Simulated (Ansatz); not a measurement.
Isolated molecules relaxed with PBE0-D4/def2-TZVP in Ansatz; ΔE leaves out vibrations. CCSD(T)/CBS is the MP2 limit (def2-TZVPP, def2-QZVPP) plus CCSD(T) − MP2 in def2-TZVPP, frozen cores. This one scheme is used for every species. Functionals use def2-TZVPP. B3LYP here is the variant with VWN-RPA as its local correlation; programs differ in this. For Br outer-core shells are correlated without core-valence functions, which leaves a few kJ/mol of doubt a bond. Scalar relativity is left out up to krypton.

Consider the silylene loss: `[SiH3]Br` → HBr + `[SiH2]`.

```json
{"level": "PBE-D4", "ΔE (eV)": "3.37"}
{"level": "B3LYP-D4", "ΔE (eV)": "3.31"}
{"level": "PBE-QIDH", "ΔE (eV)": "3.58"}
{"level": "BLYP", "ΔE (eV)": "3.07"}
{"level": "BHLYP", "ΔE (eV)": "3.39"}
{"level": "MP2/def2-TZVPP", "ΔE (eV)": "3.53"}
{"level": "SCS-MP2/def2-TZVPP", "ΔE (eV)": "3.41"}
{"level": "CCSD/def2-QZVPP", "ΔE (eV)": "3.33"}
```

(1) What does CCSD(T)/CBS give? (Best estimate.)

Largest T1 diagnostic among the species: 0.014.

Results:

(1) Ansatz gave: +3.40 eV. The listed levels differ from it by -0.03, -0.09, 0.18, -0.33, -0.01, 0.13, 0.01, -0.07 eV.

From PBE to PBE0 (25 % exact exchange), in def2-TZVPP and without D4, ΔE moves by +0.13 eV. At CCSD(T), def2-SVP lies −0.28 eV from the extrapolated value and def2-TZVPP −0.12 eV.
